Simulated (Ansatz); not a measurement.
Basis-set series for CH$_{3}$AlCl$_{2}$, SMILES `[CH3][Al]([Cl])[Cl]`. Total charge 0; spin multiplicity 1. All single points use the PBE0-D4/def2-TZVP geometry.

```json
{"functional": "PBE0-D4", "basis": "def2-SVP", "functions": "83", "energy (Eh)": "-1202.03989", "HOMO (eV)": "-8.79", "LUMO (eV)": "-0.76"}
{"functional": "PBE0-D4", "basis": "def2-QZVPP", "functions": "357", "energy (Eh)": "-1202.52401", "HOMO (eV)": "-8.89", "LUMO (eV)": "-0.93"}
{"functional": "ωB97M-V", "basis": "def2-SVP", "functions": "83", "energy (Eh)": "-1202.42053", "HOMO (eV)": "-10.96", "LUMO (eV)": "1.00"}
{"functional": "ωB97M-V", "basis": "def2-QZVPP", "functions": "357", "energy (Eh)": "-1202.90172", "HOMO (eV)": "-11.10", "LUMO (eV)": "0.61"}
```

Task: Give the rows for def2-TZVPP. (Best estimate.)

Result: The calculation gave: 
```
functional       basis  functions  energy (Eh)  HOMO (eV)  LUMO (eV)
   PBE0-D4  def2-TZVPP        199  -1202.48701      -8.87      -0.87
   ωB97M-V  def2-TZVPP        199  -1202.86636     -11.07       0.79
```

Positive LUMOs are unbound and depend on the basis.

Computed with Ansatz.
